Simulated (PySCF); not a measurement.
C₄H₈Si₂, SMILES [SiH3]C1=CC=C[SiH2]1. Heavy atoms are numbered as in [SiH3:1][C:2]1=[CH:3][CH:4]=[CH:5][SiH2:6]1. Hydrogens are named by the atom that carries them.

Geometry optimised at r2SCAN-D4/def2-SVP. The structure was generated by enumeration, and PubChem lists no compound with its InChIKey, so it may never have been made.

The numbers are results of PBE/pcSseg-1 in PySCF, not measurements.

GIAO shieldings, no solvent; atoms alike by connectivity are averaged. δ = σ(ref) − σ: ²⁹Si against TMS (σ = 335.4 ppm); ¹³C against TMS (σ = 182.0 ppm); ¹H against TMS (σ = 31.49 ppm), references at their B3LYP-D3(BJ)/def2-TZVP geometries, non-relativistic.

Computed chemical shifts:
```csv
nucleus,atoms,count,δ (ppm)
²⁹Si,Si6 (SiH2),1,-36.9
²⁹Si,Si1 (SiH3),1,-72.8
¹³C,C3 (CH),1,170.7
¹³C,C4 (CH),1,159.8
¹³C,C5 (CH),1,142.9
¹³C,C2,1,138.6
¹H,H on C3,1,7.92
¹H,H on C4,1,7.61
¹H,H on C5,1,6.98
¹H,H on Si6,2,5.12
¹H,H on Si1,3,4.82
```
